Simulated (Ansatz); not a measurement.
System: SiN, net charge 0, doublet state. 
Geometry from a B3LYP-D3(BJ)/def2-TZVP (Ansatz, a quantum-chemistry and plane-wave program) optimisation:
SMILES: [N+]#[Si-]
```xyz
2

N      0.0000     0.0000    -1.0450
Si     0.0000     0.0000     0.5225
```
Charge 0, spin multiplicity 2.

Atomisation energy built up term by term with Ansatz (kcal/mol; UHF references for open shells; valence terms freeze the core; atomic spin-orbit terms are left out). CBS marks a two-point X^-3 extrapolation of the correlation energy; Hartree-Fock from the larger set.

The UHF reference is spin-contaminated (<S^2> 0.42 over the pure value in the largest basis). The T1 diagnostic of CCSD in the largest basis is 0.079, which is high, so the coupled-cluster rows are less sure than usual.

```json
[
 {"term": "Hartree-Fock", "basis": "aug-cc-pV(Q+d)Z", "kcal/mol": "30.84"},
 {"term": "CCSD correlation", "basis": "CBS(aug-cc-pV(T+d)Z,aug-cc-pV(Q+d)Z)", "kcal/mol": "66.43"},
 {"term": "(T)", "basis": "CBS(aug-cc-pV(T+d)Z,aug-cc-pV(Q+d)Z)", "kcal/mol": "8.85"},
 {"term": "CCSDT - CCSD(T)", "basis": "cc-pV(D+d)Z", "kcal/mol": "1.66"},
 {"term": "(Q)", "basis": "cc-pV(D+d)Z", "kcal/mol": "1.43"},
 {"term": "core correlation", "basis": "cc-pwCVTZ", "kcal/mol": "0.81"},
 {"term": "scalar relativity (X2C)", "basis": "cc-pVTZ-DK against cc-pVTZ", "kcal/mol": "-0.18"},
 {"term": "sum: De", "basis": "", "kcal/mol": "109.8"}
]
```

(T) makes 8.3 % of the CCSD(T) atomisation energy.
